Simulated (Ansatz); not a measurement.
Species, as SMILES: F[C]F (closed-shell singlet).
Atoms: F1, C2, F3. Bonds: F1-C2, C2-F3.

Basis-set convergence of the highest harmonic wavenumber at PBE with Ansatz (a program for electronic structure). Each level at its own minimum, finite differences of forces, unscaled; the reference is a large set that could be run, not a limit. All functions are spherical. No added dispersion term, no relativity. Reference: the value in aug-pcseg-2, 1164 cm⁻¹. Deviations are taken from unrounded values.

```
basis        functions  highest harmonic wavenumber (cm⁻¹)
-----------  ---------  ----------------------------------
cc-pVDZ             42                                1175
aug-cc-pVDZ         69                                1135
def2-SVP            42                                1215
def2-SVPD           66                                1172
pcseg-1             42                                1177
aug-pcseg-1         69                                1153
6-311G**            54                                1174
6-311+G**           66                                1151
cc-pVTZ             90                                1176
aug-cc-pVTZ        138                                1163
pcseg-2             90                                1169
aug-pcseg-2        138                                1164
def2-TZVPP          93                                1170
def2-TZVPPD        117                                1164
```

What the diffuse functions change, pair by pair:
- cc-pVDZ to aug-cc-pVDZ: 27 more functions, deviation 10 to -29 cm⁻¹
- def2-SVP to def2-SVPD: 24 more functions, deviation 50 to 8 cm⁻¹
- pcseg-1 to aug-pcseg-1: 27 more functions, deviation 12 to -12 cm⁻¹
- 6-311G** to 6-311+G**: 12 more functions, deviation 10 to -14 cm⁻¹
- cc-pVTZ to aug-cc-pVTZ: 48 more functions, deviation 12 to -1 cm⁻¹
- pcseg-2 to aug-pcseg-2: 48 more functions, deviation 4 to 0 cm⁻¹
- def2-TZVPP to def2-TZVPPD: 24 more functions, deviation 6 to 0 cm⁻¹

Leaving out the reference's own pair, they bring the value nearer the reference by more than 1 cm⁻¹ in 3 of 6 pairs.
